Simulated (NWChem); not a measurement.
The numbers come from NWChem runs, not from measurements. System: HCl$_{4}$Si$_{2}$, charge 0, spin multiplicity 2, at a geometry optimised with UB3LYP/def2-SVP. The structure started from a generated list of species. Its SCF solution wasn't tested for a lower state. Level: UMP2/def2-SVP, 30 core orbitals frozen.

Job file:

```
start mol
memory heap 200 mb stack 900 mb global 1100 mb
geometry units angstroms nocenter noautoz
  Cl    -0.596757    -2.007738     1.700736
  Si     0.285500    -1.175545     0.000000
  Cl    -0.596757    -2.007738    -1.700736
  Si    -0.224013     1.148090     0.000000
  Cl     0.620785     1.976275     1.700948
  Cl     0.620785     1.976275    -1.700948
  H     -1.677763     1.454104     0.000000
  symmetry group Cs
end
basis spherical
  * library def2-svp
end
scf
  uhf
  nopen 1
  maxiter 100
  thresh 1e-7
  semidirect memsize 60000000 filesize 0
  # guess.movecs holds the orbitals of an unrestricted PBE0 run
  vectors input guess.movecs output mol.movecs
end
mp2
  freeze core 30
end
task mp2 energy
```

Part of the output:

```
             Northwest Computational Chemistry Package (NWChem) 7.3.0
             --------------------------------------------------------

                                NWChem Input Module
                                -------------------

 Scaling coordinates for geometry "geometry" by  1.889725989
 (inverse scale =  0.529177249)

 Turning off AUTOSYM since
 SYMMETRY directive was detected!

                             Geometry "geometry" -> ""
                             -------------------------

 Output coordinates in angstroms (scale by  1.889725989 to convert to a.u.)

  No.       Tag          Charge          X              Y              Z
 ---- ---------------- ---------- -------------- -------------- --------------
    1 Cl                  17.0000    -0.59675700    -2.00773800     1.70073600
    2 Si                  14.0000     0.28550000    -1.17554500     0.00000000
    3 Cl                  17.0000    -0.59675700    -2.00773800    -1.70073600
    4 Si                  14.0000    -0.22401300     1.14809000     0.00000000
    5 Cl                  17.0000     0.62078500     1.97627500     1.70094800
    6 Cl                  17.0000     0.62078500     1.97627500    -1.70094800
    7 H                    1.0000    -1.67776300     1.45410400     0.00000000

 Effective nuclear repulsion energy (a.u.)     663.8016231729

            Nuclear Dipole moment (a.u.)
            ----------------------------
        X                 Y               Z
 ---------------- ---------------- ----------------
     0.0000132281    -0.0000151178     0.0000000000

      Symmetry information
      --------------------

 Group name             Cs
 Group number              2
 Group order               2
 No. of unique centers     5

      Symmetry unique atoms

     1    2    4    5    7


 Summary of "ao basis" -> "" (spherical)
 ------------------------------------------------------------------------------
       Tag                 Description            Shells   Functions and Types
 ---------------- ------------------------------  ------  ---------------------
 *                          def2-svp                  on all atoms

 Summary of "ao basis" -> "ao basis" (spherical)
 ------------------------------------------------------------------------------
       Tag                 Description            Shells   Functions and Types
 ---------------- ------------------------------  ------  ---------------------
 Cl                         def2-svp                 8       18   4s3p1d
 Si                         def2-svp                 8       18   4s3p1d
 H                          def2-svp                 3        5   2s1p

                                 NWChem SCF Module
                                 -----------------

  ao basis        = "ao basis"
  functions       =   113
  atoms           =     7
  alpha electrons =    49
  beta  electrons =    48
  charge          =   0.00
  wavefunction    = UHF
  use symmetry    = T
  symmetry adapt  = T

 Summary of "ao basis" -> "ao basis" (spherical)
 ------------------------------------------------------------------------------
       Tag                 Description            Shells   Functions and Types
 ---------------- ------------------------------  ------  ---------------------
 Cl                         def2-svp                 8       18   4s3p1d
 Si                         def2-svp                 8       18   4s3p1d
 H                          def2-svp                 3        5   2s1p

      Symmetry analysis of basis
      --------------------------

        a'         66
        a"         47

 Forming initial guess at       0.0s

   Symmetry analysis of molecular orbitals - initial alpha
   -------------------------------------------------------

  Numbering of irreducible representations:

     1 a'          2 a"

  Orbital symmetries:

     1 a'          2 a"          3 a'          4 a"          5 a'
     6 a'          7 a'          8 a"          9 a'         10 a"
    11 a"         12 a'         13 a'         14 a"         15 a'
    16 a"         17 a"         18 a'         19 a"         20 a'
    21 a'         22 a"         23 a'         24 a'         25 a"
    26 a'         27 a'         28 a'         29 a"         30 a'
    31 a'         32 a'         33 a"         34 a"         35 a'
    36 a'         37 a"         38 a'         39 a"         40 a'
    41 a'         42 a'         43 a"         44 a"         45 a'
    46 a"         47 a"         48 a'         49 a'         50 a"
    51 a'         52 a'         53 a'         54 a"         55 a'
    56 a'         57 a'         58 a'         59 a'

   Symmetry analysis of molecular orbitals - initial beta
   ------------------------------------------------------

  Numbering of irreducible representations:

     1 a'          2 a"

  Orbital symmetries:

     1 a'          2 a'          3 a"          4 a"          5 a'
     6 a'          7 a'          8 a"          9 a'         10 a"
    11 a'         12 a"         13 a'         14 a"         15 a"
    16 a'         17 a'         18 a"         19 a"         20 a'
    21 a'         22 a"         23 a'         24 a'         25 a"
    26 a'         27 a'         28 a"         29 a'         30 a'
    31 a'         32 a'         33 a"         34 a"         35 a'
    36 a'         37 a"         38 a'         39 a"         40 a'
    41 a'         42 a'         43 a"         44 a'         45 a"
    46 a"         47 a"         48 a'         49 a'         50 a"
    51 a'         52 a'         53 a'         54 a"         55 a'
    56 a'         57 a'         58 a'         59 a'
[...]
    63      0.195564  4 Si py                81     -0.169615  5 Cl py
    99     -0.169615  6 Cl py                 9      0.167503  1 Cl py

 Vector   49  Occ=0.000000D+00  E=-8.308277D-04  Symmetry=a'
              MO Center=  5.5D-01, -9.6D-01,  9.7D-14, r^2= 3.7D+00
   Bfn.  Coefficient  Atom+Function         Bfn.  Coefficient  Atom+Function
  ----- ------------  ---------------      ----- ------------  ---------------
    22      0.639198  2 Si s                 29      0.477891  2 Si px
    66      0.326963  4 Si py                58     -0.262432  4 Si s
   110      0.251558  7 H  s                 11     -0.236882  1 Cl px
    47     -0.236882  3 Cl px                21      0.225176  2 Si s
    26      0.217398  2 Si px                57     -0.204274  4 Si s

 Vector   50  Occ=0.000000D+00  E= 1.014605D-01  Symmetry=a"
              MO Center= -5.2D-02,  1.1D-01,  5.2D-15, r^2= 4.3D+00
   Bfn.  Coefficient  Atom+Function         Bfn.  Coefficient  Atom+Function
  ----- ------------  ---------------      ----- ------------  ---------------
    67      0.816109  4 Si pz                31      0.607902  2 Si pz
    76     -0.332382  5 Cl s                 94      0.332382  6 Cl s
     4     -0.238262  1 Cl s                 40      0.238262  3 Cl s
    84      0.231315  5 Cl py               102     -0.231315  6 Cl py
    12     -0.202286  1 Cl py                48      0.202286  3 Cl py

 Vector   51  Occ=0.000000D+00  E= 1.130069D-01  Symmetry=a'
              MO Center=  7.9D-02, -1.5D-01, -1.5D-13, r^2= 5.3D+00
   Bfn.  Coefficient  Atom+Function         Bfn.  Coefficient  Atom+Function
  ----- ------------  ---------------      ----- ------------  ---------------
    65      0.698175  4 Si px                22     -0.578268  2 Si s
    30      0.370327  2 Si py                13     -0.355468  1 Cl pz
    49      0.355468  3 Cl pz                85      0.346776  5 Cl pz
   103     -0.346776  6 Cl pz                57      0.313889  4 Si s
    21     -0.311983  2 Si s                  4      0.304536  1 Cl s

 center of mass
 --------------
 x =   0.01641476 y =  -0.01443020 z =   0.00000000

 moments of inertia (a.u.)
 ------------------
        3704.518142169176        -537.682761293129           0.000000000000
        -537.682761293129        1653.421187803006           0.000000000000
           0.000000000000           0.000000000000        2467.945246566607

  Mulliken analysis of the total density
  --------------------------------------

    Atom       Charge   Shell Charges
 -----------   ------   -------------------------------------------------------
    1 Cl  17    17.33   2.00  1.99  1.20  0.76  5.94  2.08  3.32  0.02
    2 Si  14    13.37   2.00  1.99  1.10  0.16  5.94  1.07  0.86  0.26
    3 Cl  17    17.33   2.00  1.99  1.20  0.76  5.94  2.08  3.32  0.02
    4 Si  14    13.24   2.00  1.99  1.03  0.01  5.94  1.15  0.81  0.32
    5 Cl  17    17.32   2.00  1.99  1.20  0.76  5.94  2.09  3.31  0.02
    6 Cl  17    17.32   2.00  1.99  1.20  0.76  5.94  2.09  3.31  0.02
    7 H    1     1.08   0.74  0.33  0.01

  Mulliken analysis of the alpha density
  --------------------------------------

    Atom       Charge   Shell Charges
 -----------   ------   -------------------------------------------------------
    1 Cl  17     8.69   1.00  1.00  0.60  0.38  2.97  1.06  1.67  0.01
    2 Si  14     7.09   1.00  1.00  0.61  0.13  2.97  0.66  0.57  0.13
    3 Cl  17     8.69   1.00  1.00  0.60  0.38  2.97  1.06  1.67  0.01
    4 Si  14     6.66   1.00  1.00  0.53 -0.00  2.97  0.60  0.41  0.16
    5 Cl  17     8.66   1.00  1.00  0.60  0.38  2.97  1.05  1.66  0.01
    6 Cl  17     8.66   1.00  1.00  0.60  0.38  2.97  1.05  1.66  0.01
    7 H    1     0.56   0.38  0.17  0.01

   Mulliken analysis of the beta density
   -------------------------------------

    Atom       Charge   Shell Charges
 -----------   ------   -------------------------------------------------------
    1 Cl  17     8.64   1.00  1.00  0.60  0.38  2.97  1.02  1.65  0.01
    2 Si  14     6.29   1.00  0.99  0.48  0.03  2.97  0.41  0.28  0.13
    3 Cl  17     8.64   1.00  1.00  0.60  0.38  2.97  1.02  1.65  0.01
    4 Si  14     6.58   1.00  1.00  0.50  0.01  2.97  0.55  0.40  0.16
    5 Cl  17     8.66   1.00  1.00  0.60  0.38  2.97  1.05  1.66  0.01
    6 Cl  17     8.66   1.00  1.00  0.60  0.38  2.97  1.05  1.66  0.01
    7 H    1     0.53   0.36  0.16  0.01

   Mulliken analysis of the spin density
   -------------------------------------

    Atom       Charge   Shell Charges
 -----------   ------   -------------------------------------------------------
    1 Cl  17     0.05   0.00  0.00  0.00 -0.00  0.00  0.04  0.01  0.00
    2 Si  14     0.80   0.00  0.00  0.13  0.10  0.00  0.26  0.29  0.01
    3 Cl  17     0.05   0.00  0.00  0.00 -0.00  0.00  0.04  0.01  0.00
    4 Si  14     0.07   0.00  0.00  0.02 -0.01  0.00  0.04  0.01  0.01
    5 Cl  17    -0.00  -0.00 -0.00 -0.00  0.00 -0.00 -0.00 -0.00  0.00
    6 Cl  17    -0.00  -0.00 -0.00 -0.00  0.00 -0.00 -0.00 -0.00  0.00
    7 H    1     0.03   0.02  0.01 -0.00

       Multipole analysis of the density wrt the origin
       ------------------------------------------------

     L   x y z        total         alpha         beta         nuclear
     -   - - -        -----         -----         ----         -------
     0   0 0 0     -0.000000    -49.000000    -48.000000     97.000000

     1   1 0 0      0.040040     -0.580513      0.620540      0.000013
     1   0 1 0      0.044815      1.169759     -1.124929     -0.000015
     1   0 0 1      0.000000      0.000000      0.000000      0.000000

     2   2 0 0    -56.704188    -84.403574    -78.965940    106.665325
     2   1 1 0     -2.877512   -127.509384   -131.449819    256.081691
     2   1 0 1      0.000000     -0.000000      0.000000      0.000000
     2   0 2 0    -61.133383   -587.951699   -579.360257   1106.178573
     2   0 1 1      0.000000      0.000000      0.000000      0.000000
     2   0 0 2    -61.462860   -383.302451   -380.641323    702.480914

                   NWChem MP2 Semi-direct Energy/Gradient Module
                   ---------------------------------------------

  Basis functions       =    113
  Molecular orbitals    =    113
  Frozen core           =     30
  Frozen virtuals       =      0
  Active alpha occupied =     19
  Active beta occupied  =     18
  Active alpha virtual  =     64
  Active beta virtual   =     65
  Use MO symmetry       = T
  Use skeleton AO sym   = T

  AO/Fock/Back tols     =   1.0D-09  1.0D-09  1.0D-09

 GA uses MA = F    GA memory limited = T

 Available:
  local mem=  1.26D+08
 global mem=  1.44D+08
 local disk=  0.00D+00
  mp2_memr nvloc                    64
  nvloc new                    64
   1 passes of  19:        3145728                      57056                  22599865.
   1 passes of  19: M    126152715           G      144153662           F     123006987.

 Semi-direct pass number   1 of   1  for UHF alpha       at        1.9s
  vrange nnbf                  5461
  mp2_eaftype                    86  avail_ma_in_mb                  1099
 EAF : mp2_eaftype filesize          86   11299932.
  mp2_eaf for mointskh                     86
Node 0 wrote     53.1 Mb in      0.0 s     Agg I/O rate:  1358.5 Mb/s
 Done moints_semi at        3.8s
  mp2_eaftype                    86  avail_ma_in_mb                  1013
 EAF : mp2_eaftype filesize          86   11299932.
  mp2_eaf for kh                    86
 Done maket at        4.0s
 Done multipass loop at        4.0s

 GA uses MA = F    GA memory limited = T

 Available:
  local mem=  1.26D+08
 global mem=  1.44D+08
 local disk=  0.00D+00
  mp2_memr nvloc                    65
  nvloc new                    65
   1 passes of  18:        3145728                      55883                  21745764.
   1 passes of  18: M    126152715           G      144153662           F     123006987.

 Semi-direct pass number   1 of   1  for UHF beta        at        4.0s
  vrange nnbf                  5461
  mp2_eaftype                    82  avail_ma_in_mb                  1099
 EAF : mp2_eaftype filesize          82   10872882.
  mp2_eaf for mointskh                     82
Node 0 wrote     51.1 Mb in      0.1 s     Agg I/O rate:   595.9 Mb/s
 Done moints_semi at        5.9s
  mp2_eaftype                    82  avail_ma_in_mb                  1017
 EAF : mp2_eaftype filesize          82   10872882.
  mp2_eaf for kh                    82
 Done maket at        6.0s
 Done multipass loop at        6.0s

          -------------------------------------------
          SCF energy               -2415.853837019825
          Correlation energy          -0.687626802573
          Singlet pairs                0.000000000000
          Triplet pairs                0.000000000000
          Total MP2 energy         -2416.541463822398
          -------------------------------------------

          ---------------------------------------------------
                    Spin Component Scaled (SCS) MP2
          Same spin pairs                     -0.182261008034
          Same spin scaling factor             0.333333333333
          Opposite spin pairs                 -0.505365794539
          Opposite spin scaling fact.          1.200000000000
          SCS-MP2 correlation energy          -0.667192622792
          Total SCS-MP2 energy             -2416.521029642617
          ---------------------------------------------------

 -----------------------
 Performance information
 -----------------------

 Timer overhead =  9.62D-08 seconds/call

               Nr. of calls         CPU time (s)                 Wall time (s)                GFlops
             ---------------    -------------------     ------------------------------   -------------------
Name         Min   Avg   Max    Min     Avg     Max     Min     Avg     Max   Mx/calls   Min     Max     Sum
mp2: moin     2     2     2    3.9     3.9     3.9      3.9     3.9     3.9     1.9      0.0     0.0     0.0
mp2: make     2     2     2   0.28    0.28    0.28     0.28    0.28    0.28    0.14      0.0     0.0     0.0
mp2: tota     1     1     1    4.2     4.2     4.2      4.2     4.2     4.2     4.2      0.0     0.0     0.0

 The average no. of pstat calls per process was 5.00D+00
 with a timing overhead of 4.81D-07s

 Task  times  cpu:        6.0s     wall:        6.0s

 Total times  cpu:        6.0s     wall:        6.0s
```
